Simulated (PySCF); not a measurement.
PySCF job for trimethylsulfonium (C3H9S), SMILES C[S+](C)C, charge +1, TDA-CAM-B3LYP/def2-SVPD. The structure is a stationary point at PBE0-D3(BJ)/def2-SVP.

```python
import numpy as np
from pyscf import gto, scf, dft, tdscf

mol = gto.M(
    atom='''
    C     1.40476277   -0.81104016   -0.25962292
    S     0.00000000    0.00000000    0.51027309
    C    -1.40476277   -0.81104016   -0.25962291
    C    -0.00000000    1.62208033   -0.25962291
    H     1.32769058   -0.76654251   -1.35472319
    H     1.41493234   -1.85094445    0.09550210
    H     2.31043108   -0.29989513    0.09550211
    H    -1.32769057   -0.76654251   -1.35472319
    H    -2.31043109   -0.29989513    0.09550210
    H    -1.41493235   -1.85094445    0.09550210
    H     0.00000000    1.53308502   -1.35472320
    H    -0.89549875    2.15083958    0.09550210
    H     0.89549873    2.15083958    0.09550211
    ''',
    basis='def2-SVPD',
    charge=1,
    spin=0,
    symmetry=True,
    max_memory=1600,
    verbose=4,
)
mf = dft.RKS(mol, xc='cam-b3lyp').density_fit(auxbasis='def2-universal-jkfit')
mf.grids.level = 3
mf.conv_tol = 1e-9
mf.max_cycle = 100
mf.kernel()
mf.grids = dft.Grids(mol).set(level=1).build(with_non0tab=True)  # coarser grid for the response kernel
td = tdscf.TDA(mf)
td.singlet = True
td.nstates = 10
td.conv_tol = 1e-4
td.kernel(x0=td.get_init_guess(mf, 15))
td.analyze()
tt = tdscf.TDA(mf)
tt.singlet = False
tt.nstates = 4
tt.conv_tol = 1e-4
tt.kernel(x0=tt.get_init_guess(mf, 9))
tt.analyze(verbose=3)
```

It prints:

```
PySCF version 2.14.0

[INPUT] verbose = 4
[INPUT] num. atoms = 13
[INPUT] num. electrons = 42
[INPUT] charge = 1
[INPUT] spin (= nelec alpha-beta = 2S) = 0
[INPUT] symmetry True subgroup None
[INPUT] Mole.unit = angstrom
[INPUT] Symbol           X                Y                Z      unit          X                Y                Z       unit  Magmom
[INPUT]  1 C      1.404762770000  -0.811040160000  -0.259622920000 AA    2.654616905285  -1.532643778423  -0.490616214460 Bohr   0.0
[INPUT]  2 S      0.000000000000   0.000000000000   0.510273090000 AA    0.000000000000   0.000000000000   0.964276388836 Bohr   0.0
[INPUT]  3 C     -1.404762770000  -0.811040160000  -0.259622910000 AA   -2.654616905285  -1.532643778423  -0.490616195563 Bohr   0.0
[INPUT]  4 C      0.000000000000   1.622080330000  -0.259622910000 AA    0.000000000000   3.065287575744  -0.490616195563 Bohr   0.0
[INPUT]  5 H      1.327690580000  -0.766542510000  -1.354723190000 AA    2.508971574365  -1.448555406737  -2.560055803697 Bohr   0.0
[INPUT]  6 H      1.414932340000  -1.850944450000   0.095502100000 AA    2.673834607390  -3.497778082284   0.180472813321 Bohr   0.0
[INPUT]  7 H      2.310431080000  -0.299895130000   0.095502110000 AA    4.366081970883  -0.566719661791   0.180472832218 Bohr   0.0
[INPUT]  8 H     -1.327690570000  -0.766542510000  -1.354723190000 AA   -2.508971555468  -1.448555406737  -2.560055803697 Bohr   0.0
[INPUT]  9 H     -2.310431090000  -0.299895130000   0.095502100000 AA   -4.366081989780  -0.566719661791   0.180472813321 Bohr   0.0
[INPUT] 10 H     -1.414932350000  -1.850944450000   0.095502100000 AA   -2.673834626287  -3.497778082284   0.180472813321 Bohr   0.0
[INPUT] 11 H      0.000000000000   1.533085020000  -1.354723200000 AA    0.000000000000   2.897110813473  -2.560055822594 Bohr   0.0
[INPUT] 12 H     -0.895498750000   2.150839580000   0.095502100000 AA   -1.692247382390   4.064497744075   0.180472813321 Bohr   0.0
[INPUT] 13 H      0.895498730000   2.150839580000   0.095502110000 AA    1.692247344596   4.064497744075   0.180472832218 Bohr   0.0

nuclear repulsion = 187.736067851755
point group symmetry = C3v, use subgroup Cs
symmetry origin: [-1.31841352e-09  2.63682707e-09  1.75788478e-09]
symmetry axis x: [-1.30578393e-09  1.00000000e+00  1.11408913e-09]
symmetry axis y: [ 2.13805570e-09 -1.11408913e-09  1.00000000e+00]
symmetry axis z: [ 1.00000000e+00  1.30578393e-09 -2.13805570e-09]
num. orbitals of irrep A' = 91
num. orbitals of irrep A" = 68
number of shells = 71
number of NR pGTOs = 225
number of NR cGTOs = 159
basis = def2-SVPD
ecp = {}


[settings echo left out]
init E= -517.887095744038
HOMO (A') = -0.327600947129108  LUMO (A') = 0.00664964139371449  gap/eV = 9.09542
cycle= 1 E= -517.362842803886  delta_E= 0.524  |g|= 0.29  |ddm|= 4.15
HOMO (A') = -0.615842815133112  LUMO (A') = -0.165170706001818  gap/eV = 12.26341
cycle= 2 E= -517.378733411051  delta_E= -0.0159  |g|= 0.203  |ddm|= 0.771
HOMO (A') = -0.57144161699273  LUMO (A') = -0.126724249377217  gap/eV = 12.10138
cycle= 3 E= -517.389655959232  delta_E= -0.0109  |g|= 0.0225  |ddm|= 0.373
HOMO (A') = -0.573512877112868  LUMO (A') = -0.126433798612238  gap/eV = 12.16564
cycle= 4 E= -517.389792310941  delta_E= -0.000136  |g|= 0.00904  |ddm|= 0.0519
HOMO (A') = -0.573511306764316  LUMO (A') = -0.126539060413175  gap/eV = 12.16273
cycle= 5 E= -517.389814450242  delta_E= -2.21e-05  |g|= 0.00165  |ddm|= 0.0173
HOMO (A') = -0.573370738956568  LUMO (A') = -0.126384036019716  gap/eV = 12.16313
cycle= 6 E= -517.389815229767  delta_E= -7.8e-07  |g|= 0.000317  |ddm|= 0.00288
HOMO (A') = -0.573459703500851  LUMO (A') = -0.126448011147963  gap/eV = 12.16381
cycle= 7 E= -517.389815261881  delta_E= -3.21e-08  |g|= 5.86e-05  |ddm|= 0.000877
HOMO (A') = -0.573462573406503  LUMO (A') = -0.12644428491206  gap/eV = 12.16399
cycle= 8 E= -517.389815263325  delta_E= -1.44e-09  |g|= 9.42e-06  |ddm|= 0.000142
HOMO (A') = -0.573462186690254  LUMO (A') = -0.126444118985699  gap/eV = 12.16398
cycle= 9 E= -517.389815263371  delta_E= -4.54e-11  |g|= 1.14e-06  |ddm|= 3.39e-05
HOMO (A') = -0.573462355708855  LUMO (A') = -0.126444184375535  gap/eV = 12.16398
Extra cycle  E= -517.389815263372  delta_E= -7.96e-13  |g|= 3.31e-07  |ddm|= 4.71e-06
converged SCF energy = -517.389815263372
tot grids = 44104


******** <class 'pyscf.tdscf.rks.TDA'> for <class 'pyscf.df.df_jk.DFSymAdaptedRKS'> ********
nstates = 10 singlet
deg_eia_thresh = 1.000e-03
wfnsym = None
conv_tol = 0.0001
eigh lindep = 1e-12
eigh level_shift = 0
eigh max_cycle = 100


Excitation energies (eV)
[ 8.45471746  8.45473904  8.98281604  9.97661441 10.05494721 10.48017629
 10.48024198 10.5059336  10.53318587 10.5331917 ]

** Singlet excitation energies and oscillator strengths **
Excited State   1:   A"      8.45472 eV    146.64 nm  f=0.0769
      21 -> 23       -0.67283
      21 -> 28        0.11996
Excited State   2:   A'      8.45474 eV    146.64 nm  f=0.0769
      21 -> 22       -0.67282
      21 -> 27        0.11998
Excited State   3:   A'      8.98282 eV    138.02 nm  f=0.0045
      21 -> 24        0.65091
      21 -> 25        0.25283
Excited State   4:   A'      9.97661 eV    124.27 nm  f=0.0272
      21 -> 24        0.25583
      21 -> 25       -0.59572
      21 -> 26       -0.22583
Excited State   5:   A"     10.05495 eV    123.31 nm  f=0.0000
      19 -> 22       -0.47447
      20 -> 23        0.47445
Excited State   6:   A'     10.48018 eV    118.30 nm  f=0.0342
      18 -> 23       -0.16105
      19 -> 23        0.34321
      20 -> 22       -0.34432
      21 -> 27        0.42337
      21 -> 29       -0.11653
Excited State   7:   A"     10.48024 eV    118.30 nm  f=0.0342
      18 -> 22       -0.16114
      19 -> 22       -0.34390
      20 -> 23       -0.34389
      21 -> 28       -0.42313
      21 -> 30        0.11651
Excited State   8:   A'     10.50593 eV    118.01 nm  f=0.0974
      19 -> 23        0.37615
      20 -> 22        0.37467
      21 -> 25       -0.20718
      21 -> 26        0.38206
Excited State   9:   A"     10.53319 eV    117.71 nm  f=0.0456
      19 -> 22        0.29954
      20 -> 23        0.29957
      21 -> 23       -0.14747
      21 -> 28       -0.51114
Excited State  10:   A'     10.53319 eV    117.71 nm  f=0.0457
      19 -> 23       -0.29895
      20 -> 22        0.30047
      21 -> 22        0.14748
      21 -> 27        0.51096

** Transition electric dipole moments (AU) **
state          X           Y           Z        Dip. S.      Osc.
  1        -0.6092      0.0000      0.0000      0.3711      0.0769
  2         0.0000     -0.6092     -0.0000      0.3711      0.0769
  3        -0.0000     -0.0001      0.1433      0.0205      0.0045
  4         0.0000      0.0000     -0.3338      0.1114      0.0272
  5         0.0000     -0.0000     -0.0000      0.0000      0.0000
  6         0.0000     -0.3651      0.0004      0.1333      0.0342
  7         0.3652     -0.0000     -0.0000      0.1334      0.0342
  8         0.0000     -0.0009     -0.6150      0.3782      0.0974
  9        -0.4205     -0.0000     -0.0000      0.1768      0.0456
 10         0.0000      0.4207      0.0000      0.1770      0.0457

** Transition velocity dipole moments (imaginary part, AU) **
state          X           Y           Z        Dip. S.      Osc.
  1        -0.0922     -0.0000      0.0000      0.0085      0.0183
  2         0.0000     -0.0922     -0.0000      0.0085      0.0183
  3         0.0000     -0.0000      0.0795      0.0063      0.0128
  4        -0.0000      0.0000     -0.1749      0.0306      0.0557
  5         0.0000      0.0000     -0.0000      0.0000      0.0000
  6         0.0000     -0.0698      0.0000      0.0049      0.0084
  7         0.0698     -0.0000      0.0000      0.0049      0.0084
  8         0.0000     -0.0002     -0.1359      0.0185      0.0319
  9        -0.0924      0.0000      0.0000      0.0085      0.0147
 10        -0.0000      0.0925      0.0001      0.0086      0.0147

** Transition magnetic dipole moments (imaginary part, AU) **
state          X           Y           Z
  1        -0.0000      0.9623     -0.0000
  2        -0.9623     -0.0000      0.0000
  3        -0.0000      0.0000     -0.0000
  4         0.0000      0.0000      0.0000
  5        -0.0000     -0.0001     -0.3714
  6         0.1548      0.0000     -0.0000
  7         0.0000      0.1544      0.0000
  8        -0.0011     -0.0000      0.0000
  9         0.0000      1.0566      0.0000
 10         1.0562      0.0000      0.0000


******** <class 'pyscf.tdscf.rks.TDA'> for <class 'pyscf.df.df_jk.DFSymAdaptedRKS'> ********
nstates = 4 triplet
deg_eia_thresh = 1.000e-03
wfnsym = None
conv_tol = 0.0001
eigh lindep = 1e-12
eigh level_shift = 0
eigh max_cycle = 100


Excitation energies (eV)
[7.14286579 7.14290351 8.49315838 9.31723291]

** Triplet excitation energies and oscillator strengths **
Excited State   1:   A"      7.14287 eV    173.58 nm  f=0.0000
Excited State   2:   A'      7.14290 eV    173.58 nm  f=0.0000
Excited State   3:   A'      8.49316 eV    145.98 nm  f=0.0000
Excited State   4:   A'      9.31723 eV    133.07 nm  f=0.0000
```

Self-consistency was reached.
